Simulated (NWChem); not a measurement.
# SiH$_{3}$O$_{2}$F; SMILES O[SiH](O)F

```xyz
7

Si     0.0332    -0.0149     0.3475
O      0.6474    -1.4513    -0.1950
O     -1.5294     0.1318    -0.2084
F      0.8720     1.2679    -0.2294
H      0.1844    -0.0130     1.8249
H      0.4289    -1.6734    -1.1175
H     -1.8701     1.0402    -0.2795
```
Atoms are numbered in this order, from 1.

Program: NWChem. Structure relaxed at the PBE-D3(BJ)/def2-SVP level. Level r2SCAN/def2-SVP: energy and gradient on several grids; changes count from the extra-fine grid, which is no exact limit either.

```tsv
grid	size of the energy change (μHa)	largest change of a gradient component (μHa/bohr)	time, medium = 1 (rough)
xcoarse	8000	2000	about 1
coarse	200	300	about 1
medium	10	100	about 1
fine	10	50	about 1
xfine	< 10	< 30	3
```
